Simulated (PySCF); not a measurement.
pyrazole cation (C3H4N2), SMILES c1cn[nH]c1 (connectivity only; charge and spin as stated), charge +1, multiplicity 2. Coordinates come from a ωB97X-D3(BJ)/def2-SVP optimisation. The multiplicity is an assumed one; other spin states were not compared.

All values below come from ωB97X-D3(BJ)/def2-SVP (PySCF 2.14.0).

Harmonic wavenumbers (cm⁻¹): 469, 527, 695, 730, 807, 916, 934, 961, 973, 999, 1094, 1187, 1274, 1333, 1416, 1519, 1626, 3270, 3277, 3288, 3586. Rotational constants (GHz): 9.712, 9.001, 4.671; symmetry number 1.

### Question
Work out the zero-point energy and the ideal-gas rigid-rotor harmonic-oscillator thermochemistry at 298.15 K and 1 atm.

### Answer
ZPE = ½ Σ hcν = ½ × 30883 cm⁻¹ = 44.15 kcal/mol. H − E(el) = 47.17 kcal/mol. Entropy in cal/(mol K): translation 38.57, rotation 24.18, vibration 2.88, spin 1.38, total 67.01. G − E(el) = 27.20 kcal/mol. Cp = 15.86 cal/(mol K).
